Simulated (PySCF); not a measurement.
**State search for InO**

Unrestricted PBE0; PySCF, scalar-relativistic core potentials, basis sets In cc-pVTZ-PP with ECP28, O cc-pVTZ. Outer shells of the fragments: In 4d10 5s2 5p1; O 2s2 2p4.

Followed along the bond (rough minima from three points):

```
2Ms+1   unpaired  ⟨S²⟩ at the start  R at minimum (Å)  Te (eV)
    2        π ↑               0.75              2.09     0.00
    2        σ ↑               0.77              1.94     0.04
    4  σ ↑, π ↑↑               3.76              2.15     2.98
```

Solutions found at the starting distance of 1.990 Å, counted from the lowest of them; the search is not exhaustive and high or unbound solutions are not listed, so other states can lie among these:

```json
{"2Ms+1": "2", "unpaired": "σ ↑", "term": "²Σ⁺", "E (eV)": "0.00", "⟨S²⟩": "0.77", "⟨Lz²⟩": "0.00", "μ (D)": "-4.18"}
{"2Ms+1": "2", "unpaired": "π ↑", "term": "²Π", "E (eV)": "0.01", "⟨S²⟩": "0.75", "⟨Lz²⟩": "1.01", "μ (D)": "-2.16"}
{"2Ms+1": "4", "unpaired": "σ ↑, π ↑↑", "term": "mixed", "E (eV)": "3.01", "⟨S²⟩": "3.76", "⟨Lz²⟩": "2.01", "μ (D)": "-1.46"}
{"2Ms+1": "4", "unpaired": "σ ↑, π ↑↑", "term": "mixed", "E (eV)": "3.17", "⟨S²⟩": "3.76", "⟨Lz²⟩": "2.01", "μ (D)": "-1.36"}
{"2Ms+1": "2", "unpaired": "σ ↑, π ↑↓", "term": "mixed", "E (eV)": "3.63", "⟨S²⟩": "1.77", "⟨Lz²⟩": "2.01", "μ (D)": "-0.88"}
{"2Ms+1": "4", "unpaired": "σ ↑↑, π ↑", "term": "⁴Π", "E (eV)": "5.03", "⟨S²⟩": "3.76", "⟨Lz²⟩": "1.01", "μ (D)": "-0.47"}
```

A term symbol is given only where ⟨S²⟩ and ⟨Lz²⟩ are close to those of a pure state; real π, δ and φ orbitals otherwise mix terms. A positive dipole means In(−)O(+).

Problem. Compare the gap between the two lowest followed solutions at the starting distance with the gap between their minima.

Solution. At PBE0 the second solution (doublet, unpaired electrons σ ↑) lies -0.01 eV from the first (doublet, unpaired electrons π ↑) at 1.990 Å and +0.04 eV at the minima; the two curves relax by different amounts, since their minima lie near 1.94 and 2.09 Å. A gap this small is a tie at this level.

Spin–orbit coupling is left out. Counting both spins, an empty level lies below a filled one in some of these solutions, because spin and occupation are held.
